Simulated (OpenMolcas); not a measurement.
**Exact exchange and the vertical ionisation energy of CH6O2Si**

The species is CH6O2Si (10 atoms), meant as a singlet with charge 0. As SMILES, `C[SiH](O)O`. The coordinates come from a PBE0-D4/def2-TZVP relaxation. This is one conformer, not always the lowest.

The vertical ionisation energy (to the doublet cation) y, in eV, basis cc-pVDZ; a is the functional's share of exact exchange. Programs: OpenMolcas 26.06.

| functional | program | a | y (eV) |
| --- | --- | --- | --- |
| PBE | OpenMolcas | 0 | 9.99 |
| TPSS | OpenMolcas | 0 | 10.08 |
| B3LYP | OpenMolcas | 0.2 | ? |
| PBE0 | OpenMolcas | 0.25 | 10.54 |
| BHLYP | OpenMolcas | 0.5 | 10.92 |

Task: Fit y = c + s·a to the known rows and predict B3LYP.

Result: 
1. Means of the 4 rows: a = 0.1875, y = 10.383.
2. Σ(Δa)² = 0.17188, Σ(Δa·Δy) = 0.30812, so the slope is 0.30812/0.17188 = 1.7926.
3. Intercept: 10.383 − (1.7926) × 0.1875 = 10.047. The largest residual of the fit is 0.056.
4. B3LYP: 10.047 + (1.7926) × 0.2 = 10.41 eV.

The run gave 10.48 eV, so the prediction is off by -0.07 eV, more than the largest residual. The rows mix families of semi-local functionals, which the line can't see.
